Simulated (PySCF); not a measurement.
## Löwdin shares of the frontier orbitals

C₆H₆ClPS.
Numbering: `[Cl:1][c:2]1[p:3][c:4]([CH:5]2[CH2:6][CH2:7]2)[cH:8][s:9]1` (hydrogens: H10 on C5; H11, H12 on C6; H13, H14 on C7; H15 on C8)

Cartesian coordinates in Å at the GFN2-xTB level; atoms count from 1:
```xyz
15
C6H6ClPS angstrom
Cl     4.197    1.529    0.421
C      2.787    0.584    0.163
P      1.222    1.262   -0.013
C      0.469   -0.346   -0.209
C     -0.984   -0.488   -0.403
C     -1.913    0.464    0.302
C     -1.732    0.566   -1.173
C      1.299   -1.417   -0.160
S      2.975   -1.136    0.085
H     -1.315   -1.514   -0.515
H     -1.460    1.224    0.923
H     -2.844    0.076    0.687
H     -1.158    1.397   -1.558
H     -2.538    0.250   -1.818
H      0.992   -2.443   -0.260
```

Method used: TDDFT wB97X-D/def2-SVPD, vertical, gas phase, core orbitals frozen in the response in PySCF.

Kohn–Sham orbitals with the atoms that hold most of them (Löwdin shares over 4%, at most four atoms; ? is withheld):

```
orbital  ε (eV)                            atoms
 HOMO-3  -10.78  C7 26%, C6 26%, C5 12%, Cl1 10%
 HOMO-2  -10.09    P3 57%, C4 11%, S9 11%, C2 8%
 HOMO-1   -8.75                                ?
   HOMO       ?                                ?
   LUMO   -0.04   P3 29%, C2 28%, S9 19%, Cl1 7%
 LUMO+1    1.53    S9 53%, P3 13%, C2 11%, C8 7%
 LUMO+2    1.68   C4 28%, C8 25%, P3 14%, S9 10%
```

(1) Which atoms hold the HOMO-1, and with what shares?

(2) Which atoms hold the HOMO, and with what shares?

(3) What is the HOMO energy, and the HOMO–LUMO gap?

Answers

(1) S9 (bonded to 2 C) 27%; P3 (bonded to 2 C) 22%; C4 (bonded to 2 C and P) 16%; C2 (bonded to Cl, P and S) 10%. By element: sulfur 27%, carbon 26% or more, phosphorus 22%.

(2) C2 (bonded to Cl, P and S) 24%; C8 (bonded to C, S and H) 21%; Cl1 (bonded to C) 18%; P3 (bonded to 2 C) 13%. By element: carbon 45% or more, chlorine 18%, phosphorus 13%.

(3) ε(HOMO) = -8.55 eV; the gap is 8.51 eV (0.3128 hartree).

Question: How does S1 compare with the orbital gap of 8.51 eV?

Answer: S1 is at 4.53 eV (f = 0.072), 3.98 eV below the gap, made of HOMO→LUMO (82%), HOMO-1→LUMO (14%). 

Question: One configuration dominates each of S1, S2, S3, S4 and S5. Which, and how do the shares of the two leading atoms of either orbital change from the occupied to the empty one?

Answer: 
- S1 (4.53 eV, f 0.072), HOMO→LUMO (82%): C2 24% → 28%, C8 21% → at most 8%, P3 13% → 29%
- S2 (4.80 eV, f 0.122), HOMO-1→LUMO (76%): S9 27% → 19%, P3 22% → 29%, C2 10% → 28%
- S3 (5.33 eV, f 0.0060), HOMO-2→LUMO (95%): P3 57% → 29%, C4 11% → at most 8%, C2 8% → 28%
- S4 (5.51 eV, f 0.0001), HOMO→LUMO+1 (78%): C2 24% → 11%, C8 21% → 7%, S9 at most 14% → 53%, P3 13% → 13%
- S5 (5.69 eV, f 0.0000), HOMO-1→LUMO+1 (76%): S9 27% → 53%, P3 22% → 13%

One conformer stands for the species.
